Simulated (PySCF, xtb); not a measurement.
Mg₂O, SMILES [O]([Mg])[Mg] (connectivity only; charge and spin as stated), neutral, multiplicity 1.

GFN2-xTB (xtb) at its own geometry gives an orbital gap of 1.27 eV and a dipole moment of 0.00 D.

Geometry: PBE0-D3(BJ)/def2-TZVP.

What does PBE/def2-TZVPD (PySCF) give? (Estimate from the structure and the level; the computed values follow.)

gap 0.57 eV (levels -4.00 and -3.44 eV), dipole 0.00 D.
